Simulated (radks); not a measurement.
Isoelectronic series with 2 electrons, each ion in its NIST ground configuration. All-electron calculation, Dirac Kohn-Sham, PBE, spin-unpolarised, spherical densities, point nucleus. Program: a radial shooting solver on a logarithmic mesh with Libxc functionals. Total energies (hartree) and mean radii <r> (bohr) (* marks an orbital that is empty in some or all of the ions):

ion,configuration,E (hartree),2s1/2*,1s1/2
Nd58+,[He],-3750.5056,0.09436,0.02349
Pm59+,[He],-3884.5710,0.09254,0.02304
Sm60+,[He],-4021.4157,0.09077,0.02261
Eu61+,[He],-4161.0739,0.08905,0.02219
Gd62+,[He],-4303.5813,0.08738,0.02178
Tb63+,[He],-4448.9748,0.08576,0.02138
Dy64+,[He],-4597.2928,0.08419,0.02100
Ho65+,[He],-4748.5749,0.08266,0.02062
Er66+,[He],-4902.8626,0.08117,0.02026
Tm67+,[He],-5060.1988,0.07972,0.01990
Yb68+,[He],-5220.6283,0.07830,0.01955
Lu69+,[He],-5384.1974,0.07692,0.01921
Hf70+,[He],-5550.9545,0.07558,0.01888
Ta71+,[He],-5720.9498,0.07427,0.01856
W72+,[He],-5894.2358,0.07298,0.01825
Re73+,[He],-6070.8669,0.07173,0.01794
Os74+,[He],-6250.9001,0.07051,0.01764
Ir75+,[He],-6434.3945,0.06932,0.01734
Pt76+,[He],-6621.4121,0.06815,0.01706
Au77+,[He],-6812.0174,0.06701,0.01677
